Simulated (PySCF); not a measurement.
Ligand exchange on a metal centre used in film growth or etching (Sc NH2-Br). All species are isolated molecules in the gas phase. One relaxed conformer stands for each flexible species; it need not be the lowest.

Computed with PySCF with PBE-D3(BJ)/def2-TZVP // BP86-D3(BJ)/def2-SVP. All candidates: neutral, multiplicity 1. 

```yaml
LUMO: -4.22 eV
HOMO: -7.33 eV
HOMO–LUMO gap: 3.11 eV
```

Problem. Which member has these values?
A) [Sc(NH2)2(Br)]
B) [Sc(Br)3]
C) [Sc(NH2)3]
D) [Sc(NH2)(Br)2]

Solution. B, [Sc(Br)3]. The others give [Sc(NH2)3]: -1.80 eV, -5.19 eV, 3.39 eV; [Sc(NH2)2(Br)]: -2.59 eV, -6.03 eV, 3.44 eV; [Sc(NH2)(Br)2]: -3.42 eV, -6.79 eV, 3.38 eV
